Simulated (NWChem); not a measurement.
Molecule: SiH3SO2Cl; SMILES O[Si](S)(Cl)O

```xyz
8

O     -1.4431    -0.0796    -1.3619
Si    -0.4488    -0.0971    -0.0367
O     -1.4009    -0.0133     1.3235
S      0.6948    -1.8998    -0.0264
Cl     0.8381     1.5474    -0.1045
H     -1.9805     0.7280    -1.4565
H     -0.9199     0.0794     2.1649
H      1.6252    -1.3968    -0.8851
```
Atoms are numbered in this order, from 1.

Level: PBE-D3(BJ)/def2-SVP (NWChem), optimised geometry, unscaled harmonic frequencies. 

```tsv
frequency (cm⁻¹)	IR intensity (km/mol)
67	28.7
130	24.5
183	7.1
214	14.9
256	38.4
271	7.2
301	55.4
319	85.7
465	36.8
561	166.9
718	37.1
795	186.0
803	222.8
878	131.7
959	85.4
2623	0.6
3746	81.8
3762	91.7
```

The zero-point energy is 24.4 kcal/mol, the thermal correction to the enthalpy at 298.15 K (with zero-point energy) comes out as 30.0 kcal/mol and the heat capacity Cv is 25.8 cal/(mol K). The entropy at 298.15 K and 1 atm (symmetry number 1) is 88.3 cal/(mol K) and the dipole moment is 1.24 D.

Rigid rotor and harmonic oscillator; modes under 100 cm⁻¹ make the entropy uncertain.
